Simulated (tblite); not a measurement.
Record of a relaxation.

Species: C6H10FGeN.
SMILES with atom numbers: `[CH3:1][GeH2:2][CH2:3]/[CH:4]=[CH:5]\[C@@H:6]([F:7])[C:8]#[N:9]` (hydrogens: H10, H11, H12 on C1; H13, H14 on Ge2; H15, H16 on C3; H17 on C4; H18 on C5; H19 on C6)

Computed with GFN2-xTB (tblite), gas phase: L-BFGS steps from a force-field or distance-geometry start until the largest atomic force falls under 0.01 eV/Å. 8 of its 177 geometries are shown.

Step 0: E = -746.2244 eV, largest atomic force 2.034 eV/Å
```
atom  x, y, z in Å  |  force x, y, z in eV/Å
C1      3.264    0.624    0.248    1.054   0.088  -0.395
Ge2     1.710   -0.516    0.028    0.288  -0.853   0.188
C3      0.058    0.503   -0.156   -0.045   0.283  -0.368
C4     -0.856   -0.408   -0.909   -0.008   0.945   0.748
C5     -2.004   -0.817   -0.381    0.246  -0.620  -1.921
C6     -2.493   -0.395    0.941   -1.393  -0.599   0.735
F7     -1.696   -0.864    1.983    0.100   0.147  -0.116
C8     -2.720    1.036    1.083    0.310  -0.551  -0.163
N9     -2.906    2.157    1.170   -0.101   0.403   0.046
H10     4.143   -0.033    0.047   -0.406   0.627   0.408
H11     3.330    1.055    1.254    0.111  -0.122  -0.411
H12     3.313    1.431   -0.511   -0.159  -0.415   0.549
H13     1.887   -1.310   -1.270   -0.015   0.062   0.287
H14     1.588   -1.536    1.177    0.049   0.311  -0.439
H15    -0.289    0.798    0.839   -0.198  -0.128  -0.323
H16     0.274    1.439   -0.701   -0.160  -0.402  -0.007
H17    -0.526   -0.742   -1.884   -0.084   0.082   0.103
H18    -2.608   -1.502   -1.005    0.135   0.387   0.788
H19    -3.479   -0.911    1.070    0.275   0.353   0.294
```

Step 25: E = -746.5097 eV, largest atomic force 0.096 eV/Å
```
atom  x, y, z in Å  |  force x, y, z in eV/Å
C1      3.333    0.621    0.271   -0.009   0.006   0.017
Ge2     1.771   -0.558    0.034   -0.012  -0.042   0.026
C3      0.093    0.493   -0.216   -0.065  -0.004  -0.019
C4     -0.927   -0.327   -0.904   -0.008  -0.040  -0.011
C5     -2.070   -0.783   -0.402   -0.008   0.074  -0.015
C6     -2.562   -0.469    0.990    0.046   0.012  -0.028
F7     -1.666   -0.900    1.958    0.060   0.010  -0.002
C8     -2.753    0.969    1.096    0.037  -0.057  -0.018
N9     -2.896    2.102    1.112   -0.041   0.075   0.044
H10     4.252    0.052    0.157    0.017   0.004   0.015
H11     3.339    1.083    1.254   -0.031  -0.008   0.009
H12     3.329    1.413   -0.474   -0.003  -0.013  -0.015
H13     1.953   -1.393   -1.210    0.021  -0.017  -0.013
H14     1.623   -1.532    1.168   -0.007   0.019  -0.007
H15    -0.257    0.865    0.746    0.005   0.022  -0.017
H16     0.344    1.350   -0.845   -0.005   0.000   0.020
H17    -0.672   -0.607   -1.919   -0.016  -0.005   0.009
H18    -2.732   -1.394   -0.997    0.022  -0.014  -0.004
H19    -3.512   -0.975    1.204   -0.002  -0.023   0.009
```

Step 50: E = -746.5706 eV, largest atomic force 0.156 eV/Å
```
atom  x, y, z in Å  |  force x, y, z in eV/Å
C1      3.171    0.589    0.419    0.024   0.041   0.012
Ge2     1.683   -0.657    0.051   -0.007   0.082   0.077
C3      0.133    0.480   -0.492   -0.003   0.030   0.003
C4     -0.990   -0.265   -1.093    0.020   0.040   0.001
C5     -2.077   -0.672   -0.448    0.029   0.057  -0.018
C6     -2.292   -0.462    1.028    0.018   0.021  -0.027
F7     -1.135   -0.717    1.754   -0.006  -0.072  -0.002
C8     -2.720    0.906    1.281   -0.017  -0.047   0.028
N9     -3.067    1.980    1.457    0.016   0.013  -0.033
H10     4.108    0.072    0.597    0.015  -0.076  -0.035
H11     2.974    1.211    1.287   -0.126  -0.065   0.064
H12     3.308    1.261   -0.424    0.034  -0.035  -0.090
H13     2.029   -1.589   -1.089    0.005   0.051   0.023
H14     1.361   -1.527    1.227    0.006  -0.007  -0.001
H15    -0.197    1.036    0.385    0.059   0.036  -0.012
H16     0.527    1.196   -1.214   -0.019   0.016  -0.049
H17    -0.894   -0.505   -2.144   -0.009   0.011  -0.011
H18    -2.881   -1.171   -0.963   -0.015  -0.115   0.001
H19    -3.052   -1.158    1.406   -0.025   0.020   0.069
```

Step 75: E = -746.5968 eV, largest atomic force 0.026 eV/Å
```
atom  x, y, z in Å  |  force x, y, z in eV/Å
C1      3.166    0.565    0.443    0.001   0.007   0.012
Ge2     1.622   -0.592    0.047    0.003   0.001   0.017
C3      0.091    0.565   -0.524   -0.003  -0.005   0.005
C4     -1.005   -0.236   -1.102   -0.007   0.001   0.003
C5     -2.047   -0.723   -0.435    0.006  -0.005   0.019
C6     -2.255   -0.493    1.039   -0.005  -0.003   0.013
F7     -1.103   -0.780    1.766    0.003   0.006  -0.025
C8     -2.640    0.890    1.270   -0.001   0.000  -0.013
N9     -2.963    1.977    1.409    0.011   0.008   0.003
H10     4.052   -0.025    0.658   -0.001  -0.005   0.002
H11     2.958    1.189    1.308   -0.003   0.007   0.007
H12     3.388    1.217   -0.398    0.001  -0.005  -0.009
H13     1.946   -1.516   -1.103    0.010   0.001  -0.021
H14     1.291   -1.476    1.209   -0.009   0.007  -0.017
H15    -0.243    1.142    0.338    0.006   0.003   0.001
H16     0.481    1.260   -1.269   -0.014  -0.008   0.000
H17    -0.913   -0.476   -2.154    0.007  -0.012   0.008
H18    -2.798   -1.325   -0.920    0.003   0.012  -0.013
H19    -3.038   -1.152    1.439   -0.008  -0.009   0.008
```

Step 101: E = -746.5999 eV, largest atomic force 0.040 eV/Å
```
atom  x, y, z in Å  |  force x, y, z in eV/Å
C1      3.148    0.571    0.491   -0.012   0.000   0.005
Ge2     1.626   -0.584    0.006   -0.016   0.005   0.017
C3      0.078    0.554   -0.557   -0.002   0.009   0.001
C4     -1.020   -0.263   -1.106   -0.004   0.006  -0.003
C5     -2.055   -0.733   -0.417    0.006   0.000   0.003
C6     -2.240   -0.481    1.057    0.007  -0.004  -0.001
F7     -1.078   -0.777    1.764   -0.003   0.011  -0.009
C8     -2.600    0.910    1.282   -0.005  -0.037  -0.015
N9     -2.906    2.001    1.422    0.007   0.031   0.001
H10     4.003   -0.029    0.788    0.000   0.016  -0.007
H11     2.893    1.231    1.316   -0.014  -0.010  -0.004
H12     3.438    1.184   -0.359    0.012   0.006   0.020
H13     2.015   -1.430   -1.181   -0.003  -0.027  -0.029
H14     1.268   -1.540    1.101    0.008   0.010  -0.007
H15    -0.251    1.143    0.298    0.028  -0.002   0.008
H16     0.449    1.240   -1.320    0.002  -0.003   0.005
H17    -0.940   -0.525   -2.153    0.000  -0.003   0.006
H18    -2.812   -1.340   -0.888   -0.014  -0.008   0.012
H19    -3.025   -1.125    1.478    0.002   0.000  -0.001
```

Step 126: E = -746.6048 eV, largest atomic force 0.040 eV/Å
```
atom  x, y, z in Å  |  force x, y, z in eV/Å
C1      3.040    0.572    0.599   -0.018  -0.010  -0.002
Ge2     1.633   -0.606   -0.114    0.005  -0.016  -0.028
C3      0.078    0.529   -0.659   -0.020   0.003  -0.008
C4     -1.050   -0.296   -1.129   -0.008   0.010  -0.005
C5     -2.046   -0.744   -0.371   -0.025   0.028  -0.003
C6     -2.151   -0.445    1.102    0.006  -0.001  -0.002
F7     -0.952   -0.718    1.755    0.017   0.021  -0.002
C8     -2.502    0.952    1.303    0.003  -0.014  -0.002
N9     -2.796    2.049    1.429    0.009  -0.004  -0.009
H10     3.829   -0.005    1.071    0.026   0.000  -0.004
H11     2.619    1.244    1.341    0.007   0.008   0.031
H12     3.480    1.171   -0.194    0.001   0.007   0.000
H13     2.125   -1.337   -1.344    0.004   0.022   0.010
H14     1.240   -1.674    0.857   -0.005  -0.003   0.009
H15    -0.203    1.145    0.195   -0.011  -0.012   0.014
H16     0.417    1.196   -1.453    0.010  -0.035  -0.016
H17    -1.024   -0.592   -2.170   -0.002   0.015   0.010
H18    -2.837   -1.354   -0.781    0.018  -0.016   0.010
H19    -2.908   -1.077    1.586   -0.016  -0.001  -0.002
```

Step 151: E = -746.6477 eV, largest atomic force 0.126 eV/Å
```
atom  x, y, z in Å  |  force x, y, z in eV/Å
C1      2.600    0.458    0.984   -0.051   0.115   0.005
Ge2     1.613   -0.569   -0.374    0.038   0.017   0.029
C3      0.022    0.474   -1.034    0.029  -0.028   0.030
C4     -1.151   -0.406   -1.196   -0.020   0.006   0.003
C5     -1.963   -0.775   -0.209   -0.040   0.017  -0.012
C6     -1.783   -0.301    1.209    0.020  -0.029   0.002
F7     -0.453   -0.440    1.613   -0.025  -0.037   0.027
C8     -2.161    1.099    1.310    0.043   0.009  -0.024
N9     -2.458    2.201    1.346   -0.035   0.007   0.016
H10     3.361   -0.163    1.447    0.009   0.043   0.006
H11     1.931    0.828    1.758    0.061  -0.083  -0.054
H12     3.086    1.315    0.517   -0.006  -0.073   0.045
H13     2.532   -0.835   -1.548   -0.017  -0.003  -0.023
H14     1.201   -1.933    0.109   -0.035   0.022   0.007
H15    -0.173    1.250   -0.294    0.006   0.018  -0.017
H16     0.286    0.957   -1.973   -0.041  -0.032  -0.007
H17    -1.322   -0.819   -2.180    0.023   0.005  -0.006
H18    -2.796   -1.439   -0.380    0.012   0.006   0.011
H19    -2.381   -0.894    1.917    0.031   0.020  -0.038
```

Step 176: E = -746.6555 eV, largest atomic force 0.008 eV/Å
```
atom  x, y, z in Å  |  force x, y, z in eV/Å
C1      2.613    0.461    0.988    0.002   0.007   0.001
Ge2     1.620   -0.574   -0.358    0.002   0.003  -0.007
C3      0.030    0.461   -1.033    0.000  -0.001  -0.001
C4     -1.145   -0.415   -1.194   -0.006   0.000   0.002
C5     -1.970   -0.768   -0.213    0.001  -0.003   0.000
C6     -1.792   -0.287    1.202    0.000  -0.003   0.001
F7     -0.470   -0.448    1.623   -0.003   0.000  -0.004
C8     -2.158    1.116    1.292    0.001   0.001   0.002
N9     -2.474    2.214    1.326    0.007  -0.003   0.003
H10     3.504   -0.075    1.302   -0.005   0.001  -0.004
H11     1.995    0.643    1.861    0.000  -0.001  -0.005
H12     2.920    1.418    0.574   -0.003   0.000   0.003
H13     2.515   -0.860   -1.546    0.001   0.001   0.008
H14     1.191   -1.922    0.147   -0.005  -0.004   0.005
H15    -0.169    1.254   -0.311    0.004  -0.005  -0.003
H16     0.295    0.924   -1.982    0.000   0.000   0.002
H17    -1.305   -0.837   -2.177    0.002   0.003  -0.003
H18    -2.805   -1.429   -0.383    0.003   0.001   0.001
H19    -2.405   -0.866    1.906   -0.002   0.003  -0.001
```

Problem. Summarise the path.

Solution. The energy falls by 0.4311 eV from step 0 to step 176; nine tenths of that is first reached at step 139. It rises by more than 0.2 meV at step 2. The largest force goes from 2.034 to 0.008 eV/Å. Among the bonds Ge2–C3 changes most, from 1.949 to 2.013 Å; the atoms move by 1.004 Å rms after alignment.

Problem. Follow the three bonds and two angles with the largest change from start to end.

Solution. 
```json
{"step": "0", "E above end (eV)": "0.4311", "largest force (eV/Å)": "2.034", "Ge2–C3 (Å)": "1.949", "Ge2–H14 (Å)": "1.542", "C5–C6 (Å)": "1.471", "Ge2–C3–C4 (°)": "104.3", "C5–C6–H19 (°)": "105.3"}
{"step": "8", "E above end (eV)": "0.1904", "largest force (eV/Å)": "0.431", "Ge2–C3 (Å)": "1.983", "Ge2–H14 (Å)": "1.499", "C5–C6 (Å)": "1.506", "Ge2–C3–C4 (°)": "106.6", "C5–C6–H19 (°)": "111.7"}
{"step": "15", "E above end (eV)": "0.1644", "largest force (eV/Å)": "0.158", "Ge2–C3 (Å)": "2.000", "Ge2–H14 (Å)": "1.499", "C5–C6 (Å)": "1.509", "Ge2–C3–C4 (°)": "107.9", "C5–C6–H19 (°)": "111.7"}
{"step": "23", "E above end (eV)": "0.1475", "largest force (eV/Å)": "0.071", "Ge2–C3 (Å)": "2.000", "Ge2–H14 (Å)": "1.500", "C5–C6 (Å)": "1.508", "Ge2–C3–C4 (°)": "109.8", "C5–C6–H19 (°)": "111.2"}
{"step": "31", "E above end (eV)": "0.1382", "largest force (eV/Å)": "0.137", "Ge2–C3 (Å)": "2.002", "Ge2–H14 (Å)": "1.495", "C5–C6 (Å)": "1.510", "Ge2–C3–C4 (°)": "110.9", "C5–C6–H19 (°)": "111.3"}
{"step": "38", "E above end (eV)": "0.1186", "largest force (eV/Å)": "0.140", "Ge2–C3 (Å)": "2.005", "Ge2–H14 (Å)": "1.498", "C5–C6 (Å)": "1.504", "Ge2–C3–C4 (°)": "113.7", "C5–C6–H19 (°)": "111.8"}
{"step": "46", "E above end (eV)": "0.0989", "largest force (eV/Å)": "0.137", "Ge2–C3 (Å)": "2.003", "Ge2–H14 (Å)": "1.500", "C5–C6 (Å)": "1.507", "Ge2–C3–C4 (°)": "114.8", "C5–C6–H19 (°)": "111.6"}
{"step": "54", "E above end (eV)": "0.0737", "largest force (eV/Å)": "0.086", "Ge2–C3 (Å)": "1.997", "Ge2–H14 (Å)": "1.495", "C5–C6 (Å)": "1.506", "Ge2–C3–C4 (°)": "113.3", "C5–C6–H19 (°)": "110.5"}
{"step": "61", "E above end (eV)": "0.0656", "largest force (eV/Å)": "0.055", "Ge2–C3 (Å)": "2.000", "Ge2–H14 (Å)": "1.498", "C5–C6 (Å)": "1.507", "Ge2–C3–C4 (°)": "111.9", "C5–C6–H19 (°)": "111.1"}
{"step": "69", "E above end (eV)": "0.0610", "largest force (eV/Å)": "0.065", "Ge2–C3 (Å)": "2.000", "Ge2–H14 (Å)": "1.496", "C5–C6 (Å)": "1.506", "Ge2–C3–C4 (°)": "111.9", "C5–C6–H19 (°)": "111.3"}
{"step": "77", "E above end (eV)": "0.0585", "largest force (eV/Å)": "0.028", "Ge2–C3 (Å)": "2.003", "Ge2–H14 (Å)": "1.498", "C5–C6 (Å)": "1.507", "Ge2–C3–C4 (°)": "111.5", "C5–C6–H19 (°)": "111.4"}
{"step": "84", "E above end (eV)": "0.0579", "largest force (eV/Å)": "0.015", "Ge2–C3 (Å)": "2.001", "Ge2–H14 (Å)": "1.496", "C5–C6 (Å)": "1.506", "Ge2–C3–C4 (°)": "111.3", "C5–C6–H19 (°)": "111.5"}
{"step": "92", "E above end (eV)": "0.0572", "largest force (eV/Å)": "0.034", "Ge2–C3 (Å)": "2.002", "Ge2–H14 (Å)": "1.497", "C5–C6 (Å)": "1.506", "Ge2–C3–C4 (°)": "111.4", "C5–C6–H19 (°)": "111.4"}
{"step": "99", "E above end (eV)": "0.0558", "largest force (eV/Å)": "0.034", "Ge2–C3 (Å)": "2.002", "Ge2–H14 (Å)": "1.496", "C5–C6 (Å)": "1.507", "Ge2–C3–C4 (°)": "111.4", "C5–C6–H19 (°)": "111.4"}
{"step": "107", "E above end (eV)": "0.0541", "largest force (eV/Å)": "0.063", "Ge2–C3 (Å)": "2.002", "Ge2–H14 (Å)": "1.495", "C5–C6 (Å)": "1.506", "Ge2–C3–C4 (°)": "111.8", "C5–C6–H19 (°)": "111.5"}
{"step": "115", "E above end (eV)": "0.0526", "largest force (eV/Å)": "0.026", "Ge2–C3 (Å)": "2.001", "Ge2–H14 (Å)": "1.496", "C5–C6 (Å)": "1.506", "Ge2–C3–C4 (°)": "111.8", "C5–C6–H19 (°)": "111.2"}
{"step": "122", "E above end (eV)": "0.0515", "largest force (eV/Å)": "0.039", "Ge2–C3 (Å)": "2.003", "Ge2–H14 (Å)": "1.498", "C5–C6 (Å)": "1.506", "Ge2–C3–C4 (°)": "111.4", "C5–C6–H19 (°)": "111.4"}
{"step": "130", "E above end (eV)": "0.0483", "largest force (eV/Å)": "0.041", "Ge2–C3 (Å)": "2.002", "Ge2–H14 (Å)": "1.496", "C5–C6 (Å)": "1.507", "Ge2–C3–C4 (°)": "111.3", "C5–C6–H19 (°)": "111.6"}
{"step": "138", "E above end (eV)": "0.0444", "largest force (eV/Å)": "0.110", "Ge2–C3 (Å)": "2.000", "Ge2–H14 (Å)": "1.498", "C5–C6 (Å)": "1.510", "Ge2–C3–C4 (°)": "112.0", "C5–C6–H19 (°)": "111.7"}
{"step": "145", "E above end (eV)": "0.0273", "largest force (eV/Å)": "0.213", "Ge2–C3 (Å)": "2.015", "Ge2–H14 (Å)": "1.513", "C5–C6 (Å)": "1.509", "Ge2–C3–C4 (°)": "110.7", "C5–C6–H19 (°)": "111.9"}
{"step": "153", "E above end (eV)": "0.0060", "largest force (eV/Å)": "0.086", "Ge2–C3 (Å)": "2.013", "Ge2–H14 (Å)": "1.504", "C5–C6 (Å)": "1.506", "Ge2–C3–C4 (°)": "110.9", "C5–C6–H19 (°)": "111.7"}
{"step": "161", "E above end (eV)": "0.0035", "largest force (eV/Å)": "0.037", "Ge2–C3 (Å)": "2.013", "Ge2–H14 (Å)": "1.502", "C5–C6 (Å)": "1.505", "Ge2–C3–C4 (°)": "111.1", "C5–C6–H19 (°)": "111.5"}
{"step": "168", "E above end (eV)": "0.0012", "largest force (eV/Å)": "0.050", "Ge2–C3 (Å)": "2.014", "Ge2–H14 (Å)": "1.503", "C5–C6 (Å)": "1.507", "Ge2–C3–C4 (°)": "111.4", "C5–C6–H19 (°)": "111.7"}
{"step": "176", "E above end (eV)": "0.0000", "largest force (eV/Å)": "0.008", "Ge2–C3 (Å)": "2.013", "Ge2–H14 (Å)": "1.503", "C5–C6 (Å)": "1.506", "Ge2–C3–C4 (°)": "111.1", "C5–C6–H19 (°)": "111.6"}
```

The cost below is that of the whole relaxation. On Intel Xeon at 2.50 GHz, one thread, shared host with 64 logical CPUs at a one-minute load of 63, this took 4.6 s wall.
